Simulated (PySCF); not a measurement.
An unknown gives this computed stick spectrum. The calculation used TDDFT B3LYP/def2-SVPD, vertical, gas phase, core orbitals frozen in the response in PySCF 2.14.0, density-fitted response routines. Geometries: GFN2-xTB, one conformer each.

| state | E (eV) | λ (nm) | f |
| --- | --- | --- | --- |
| S1 | 6.45 | 192.3 | 0.0049 |
| S2 | 6.96 | 178.1 | 0.0043 |
| S3 | 7.01 | 176.7 | 0.0060 |
| S4 | 7.28 | 170.3 | 0.014 |
| S5 | 7.39 | 167.9 | 0.032 |
| S6 | 7.50 | 165.4 | 0.0053 |
| S7 | 7.59 | 163.3 | 0.0050 |
| S8 | 7.70 | 161.0 | 0.020 |

Triplets computed (Tamm–Dancoff): 6.22, 6.32, 6.69 eV.

Problem. Which structure fits? All have the formula C4H9NOSi2.
A. `N#CC[SiH2]C[SiH2]C=O`
B. `C#C[Si@](N)(C=C)[SiH2]O`
C. `C=CC[Si@H](C#N)O[SiH3]`
D. `[SiH2]1O[SiH2][C@@H](C#N)CC1`
E. `C=CCO[Si@@H]([SiH3])C#N`

Solution. D. Its S1, at 6.45 eV, is the highest among the candidates; the nearest of the others has S1 at 5.74 eV. S1 is HOMO→LUMO (98%). Löwdin shares by element: HOMO carbon 28% or more, oxygen 15%, nitrogen 11% (atoms not listed hold the other 46%); LUMO silicon 37%, oxygen 8%, carbon 6% or more (atoms not listed hold the other 48%). At the same level the other candidates give, for their lowest levels:
- `N#CC[SiH2]C[SiH2]C=O`: 3.35 eV (f 0.000); 5.05 eV (f 0.002); 5.76 eV (f 0.001); 6.00 eV (f 0.000); 6.22 eV (f 0.007); T1 2.70 eV; HOMO -7.36, LUMO -2.37 eV
- `C#C[Si@](N)(C=C)[SiH2]O`: 5.34 eV (f 0.008); 5.59 eV (f 0.014); 5.69 eV (f 0.010); 5.76 eV (f 0.006); 5.99 eV (f 0.032); T1 4.41 eV; HOMO -7.20, LUMO -0.92 eV
- `C=CCO[Si@@H]([SiH3])C#N`: 5.74 eV (f 0.027); 6.11 eV (f 0.022); 6.44 eV (f 0.007); 6.47 eV (f 0.027); 6.80 eV (f 0.006); T1 4.53 eV; HOMO -7.78, LUMO -1.41 eV
- `C=CC[Si@H](C#N)O[SiH3]`: 5.61 eV (f 0.042); 6.19 eV (f 0.083); 6.65 eV (f 0.005); 6.85 eV (f 0.028); 6.92 eV (f 0.106); T1 4.35 eV; HOMO -7.42, LUMO -1.11 eV
